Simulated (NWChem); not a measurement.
Species: Si2H5Cl; SMILES [SiH3][SiH2]Cl

Computed with NWChem. Medium grid unless said otherwise, to which SCAN and Minnesota functionals are sensitive. Coordinates come from a PBE0/def2-SVP optimisation. Hybrids' shares of exact exchange are those that their runs print; pure functionals count as 0. The functionals differ in more than this share.

```
row              share of exact exchange  orbital gap (eV)
---------------  -----------------------  ----------------
PBE/def2-SVP                        0.00              5.72
SCAN/def2-SVP                       0.00              6.23
TPSSh/def2-SVP                      0.10              6.89
B3LYP/def2-SVP                      0.20          withheld
M06/def2-SVP                        0.27              7.73
MPW1K/def2-SVP                      0.43              9.33
M05-2X/def2-SVP                     0.56             10.00
```

Question: Fit a straight line of the last column on the one before it, predict the withheld value, and compare with the run.

Answer: 
1. Means of the 6 shown rows: x = 0.227, y = 7.650. Slope Σ(x − x̄)(y − ȳ)/Σ(x − x̄)² = 1.984/0.2731 = 7.264; intercept 6.003.
2. The shown rows scatter about the line by 0.208 (root mean square); the largest residual is -0.28, at PBE/def2-SVP.
3. At x = 0.20 (B3LYP/def2-SVP; inside the shown range) the line gives 7.46.
4. The run gives 7.45, -0.01 from the line, 0.0 times the scatter.
